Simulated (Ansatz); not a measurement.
`NBBr` and `[NH2][InH][Br]` differ in one element.

Ansatz, PBE0-D4/def2-TZVP geometries, multiplicity 1. Each molecule was computed in one conformer, which needn't be the lowest.

Elements past krypton have def2 core potentials. Scalar relativity is left out up to krypton.

| property | `NBBr` |
| --- | --- |
| LUMO energy (B3LYP/def2-TZVPP) / eV | -0.21 |
| HOMO–LUMO gap (B3LYP/def2-TZVPP) / eV | 7.55 |
| HOMO energy (PBE/def2-TZVPP) / eV | -6.73 |
| zero-point energy (PBE0-D4/def2-TZVP) / kJ/mol | 107.5 |
| HOMO energy (ωB97M-V/def2-TZVPP) / eV | -10.27 |
| LUMO energy (ωB97M-V/def2-TZVPP) / eV | 1.95 |

Question: What does the change do to each property? (An estimate is asked.)

Answer: Ansatz gave: 
```tsv
property	`[NH2][InH][Br]`	shift
LUMO energy (B3LYP/def2-TZVPP) / eV	-1.55	-1.34
HOMO–LUMO gap (B3LYP/def2-TZVPP) / eV	5.68	-1.87
HOMO energy (PBE/def2-TZVPP) / eV	-6.14	0.59
zero-point energy (PBE0-D4/def2-TZVP) / kJ/mol	83.3	-24.2
HOMO energy (ωB97M-V/def2-TZVPP) / eV	-9.79	0.48
LUMO energy (ωB97M-V/def2-TZVPP) / eV	0.22	-1.73
```

With PBE0 the HOMO rises by 0.57 eV and the LUMO falls by 1.27 eV, so the gap narrows by about 1.84 eV. PBE moves the HOMO by 0.59 eV and ωB97M-V by 0.48 eV.

B3LYP here is the variant with VWN-RPA as its local correlation; programs differ in this.

Spin–orbit coupling is left out; it splits and shifts lone-pair levels of the heavy atoms by tenths of an eV.
